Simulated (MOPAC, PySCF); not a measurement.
C₉H₅F₃, SMILES `c1(C(F)(F)F)c(cccc1)C#C`, neutral singlet in the gas phase. 

Cartesian coordinates (Å):
```xyz
17

C     -2.1574     2.4457    -0.1751
C     -1.2229     1.6564    -0.1143
C     -0.1147     0.7575    -0.0442
C      1.2015     1.2801    -0.0486
C      2.3128     0.4326     0.0188
C      2.1342    -0.9568     0.0922
C      0.8380    -1.4925     0.0980
C     -0.2836    -0.6544     0.0310
C     -1.6739    -1.2571     0.0388
F     -2.3607    -0.9411    -1.0838
F     -1.6314    -2.6105     0.1145
F     -2.4008    -0.8205     1.0936
H     -2.9880     3.1354    -0.2285
H      1.3313     2.3701    -0.1066
H      3.3259     0.8619     0.0135
H      3.0039    -1.6281     0.1455
H      0.6859    -2.5789     0.1553
```
Charge 0, spin multiplicity 1.

All levels are single points at this geometry (PBE-D3(BJ)/def2-SVP); Pople sets use spherical d functions. Orbital energies aren't observables, and empty levels follow the basis.

BP86/6-31G* in PySCF gives dipole (D) = 2.36.

Task: Estimate the dipole (D) from each of these levels: PBE-D3(BJ)/def2-TZVP in PySCF; B3LYP/3-21G in PySCF; B3LYP/6-311+G** in PySCF; B3LYP/6-31G* in PySCF; M06-2X/6-31G* in PySCF; PBE/6-31G* in PySCF; SVWN5/6-31G* in PySCF; HF/3-21G in PySCF; HF/6-31G* in PySCF; HF/STO-3G in PySCF; PM6 in MOPAC; PM7 in MOPAC.

Result: 
```tsv
level	dipole (D)
PBE-D3(BJ)/def2-TZVP in PySCF	2.67
B3LYP/3-21G in PySCF	2.70
B3LYP/6-311+G** in PySCF	3.06
B3LYP/6-31G* in PySCF	2.57
M06-2X/6-31G* in PySCF	2.71
PBE/6-31G* in PySCF	2.33
SVWN5/6-31G* in PySCF	2.41
HF/3-21G in PySCF	3.46
HF/6-31G* in PySCF	3.09
HF/STO-3G in PySCF	2.03
PM6 in MOPAC	2.90
PM7 in MOPAC	3.02
```
